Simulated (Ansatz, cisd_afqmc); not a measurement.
System: GaH3, charge 0, singlet. GaH3 (SMILES [GaH3]).
B3LYP-D3(BJ)/def2-TZVP minimum from Ansatz (a program for electronic structure):
```
Ga
H 1 1.5699
H 1 1.5699 2 120.00
H 1 1.5699 2 120.00 3 -180.00
```
Charge 0, spin multiplicity 1.

Total energies in cc-pVDZ, 6 correlated electrons, 14 frozen orbitals. UHF or UKS for unpaired electrons; spin-orbit terms are left out. Cores are frozen in correlated methods (noble-gas shells, and filled d and f shells in the p block). No relativity. AFQMC/CISD: phaseless, guided by CISD from CCSD amplitudes; bars are statistical, one sigma. Outlying blocks are dropped, and bars are widened where a walk drifts. Over all cases where full CI ran beside it in this data, AFQMC minus full CI had a median of +0.1 mEh and passed +0.4 mEh in a tenth of the cases.

```
method         program          energy (Eh)  error against FCI (mEh)
----------  ----------  -------------------  -----------------------
HF              Ansatz          -1924.92828                   100.76
MP2             Ansatz          -1925.00409                    24.95
CCSD            Ansatz          -1925.02745                     1.59
CCSD(T)         Ansatz          -1925.02862                     0.42
CCSDT(Q)        Ansatz          -1925.02903                     0.01
CCSDTQ          Ansatz          -1925.02904                     0.00
AFQMC/CISD  cisd_afqmc  -1925.0289 ± 0.0001                0.1 ± 0.1
FCI             Ansatz          -1925.02904                     0.00
```

Rough core times of Ansatz's runs on a shared machine: CCSD(T) under 20 s, CCSDT(Q) under 20 s, CCSDTQ 30 s, FCI 20 s.
